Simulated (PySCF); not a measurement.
Compound: C₄H₆Se.
Atom-mapped SMILES: `[Se:1]=[CH:2][CH:3]1[CH2:4][CH2:5]1` (hydrogens: H6 on C2; H7 on C3; H8, H9 on C4; H10, H11 on C5)

Torsions of this conformer, `[Se:1]=[CH:2][CH:3]1[CH2:4][CH2:5]1`: Se1–C2–C3–C4 146°.

The closed-shell ground state was solved at several levels (PySCF, density fitting, gas phase). Geometry: GFN2-xTB, one conformer, isolated molecule. The calculation is non-relativistic and has no spin–orbit coupling, an omission that weighs most on selenium.

| level | basis functions | total energy (Eh) | HOMO (eV) | LUMO (eV) | gap (eV) | dipole (D) |
| --- | --- | --- | --- | --- | --- | --- |
| PBE0/pcSseg-1 | 139 | -2556.7837 | -6.00 | -2.16 | 3.84 | 3.21 |
| B3LYP/pcJ-1 (pcSseg-1 on Se) | 209 | -2557.3313 | -5.70 | -2.28 | 3.42 | 3.14 |

Question: What might PBE0/def2-SVPD (169 basis functions) give for the same quantities?

Answer: Total energy -2556.6661 Eh, HOMO -6.06 eV, LUMO -2.25 eV, gap 3.81 eV, dipole 3.42 D.

Question: Over all these levels, which gives the widest orbital gap and which the narrowest?

Answer: PBE0/pcSseg-1 (global hybrid, 25 % exact exchange) has the widest, 3.84 eV, and B3LYP/pcJ-1 (pcSseg-1 on Se) (global hybrid, 20 % exact exchange) the narrowest, 3.42 eV. Functional and basis both differ between the two, so the spread mixes both effects.

Question: How far do the dipole and the HOMO energy spread over the levels?

Answer: The dipole runs from 3.14 to 3.42 D (mean 3.26 D) and the HOMO from -6.06 to -5.70 eV.
